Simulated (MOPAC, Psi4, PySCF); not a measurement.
Approach curve of the dimer H3N ··· HF (SMILES N and F). Monomers: optimised at B3LYP-D3(BJ) (def2-TZVP), held rigid. Orientation: lowest of the rigid-body minima from ten starts at GFN2-xTB. Only R, the distance of the centres of mass, is varied, so the lowest point isn't the relaxed dimer.

RHF/6-31G* = PySCF with restricted Hartree-Fock/6-31G*, spherical d, no counterpoise correction; PM6, restricted, heats of formation (MOPAC); RKS-BP86/6-31G* = restricted BP86/6-31G*, spherical d, no counterpoise correction run with PySCF 2.14.0; CCSD(T)/aug-cc-pVDZ = DF-CCSD(T)/aug-cc-pVDZ, frozen core, counterpoise-corrected (Psi4).

Interaction energies in kJ/mol; the last columns give the difference from CCSD(T):

| R / Å | RHF/6-31G* | PM6 | RKS-BP86/6-31G* | CCSD(T)/aug-cc-pVDZ | RHF/6-31G* − CCSD(T)/aug-cc-pVDZ | PM6 − CCSD(T)/aug-cc-pVDZ | RKS-BP86/6-31G* − CCSD(T)/aug-cc-pVDZ |
|---|---|---|---|---|---|---|---|
| 2.39 | -25.44 | 19.35 | -39.82 | -23.73 | -1.71 | 43.08 | -16.09 |
| 2.57 | -47.25 | -4.34 | -57.42 | -42.10 | -5.15 | 37.75 | -15.33 |
| 2.79 | -53.22 | -15.72 | -59.31 | -45.63 | -7.59 | 29.91 | -13.68 |
| 2.98 | -49.91 | -18.40 | -53.57 | -41.94 | -7.98 | 23.54 | -11.63 |
| 3.25 | -41.11 | -17.56 | -42.65 | -33.93 | -7.18 | 16.37 | -8.72 |
| 3.61 | -29.72 | -13.65 | -29.92 | -23.94 | -5.78 | 10.29 | -5.98 |
| 4.09 | -18.60 | -8.90 | -18.07 | -14.73 | -3.88 | 5.82 | -3.35 |
| 4.78 | -9.47 | -5.19 | -8.66 | -7.79 | -1.68 | 2.60 | -0.87 |
| 5.78 | -4.44 | -2.76 | -3.93 | -3.70 | -0.74 | 0.93 | -0.23 |
| 7.04 | -2.20 | -1.45 | -1.94 | -1.78 | -0.42 | 0.32 | -0.16 |

RHF/6-31G* is furthest from CCSD(T)/aug-cc-pVDZ at 2.98 (-7.98 kJ/mol, below); its mean absolute difference over the points is 4.21 kJ/mol.

PM6 is furthest from CCSD(T)/aug-cc-pVDZ at 2.39 (43.08 kJ/mol, above); its mean absolute difference over the points is 17.06 kJ/mol.

RKS-BP86/6-31G* is furthest from CCSD(T)/aug-cc-pVDZ at 2.39 (-16.09 kJ/mol, below); its mean absolute difference over the points is 7.60 kJ/mol.
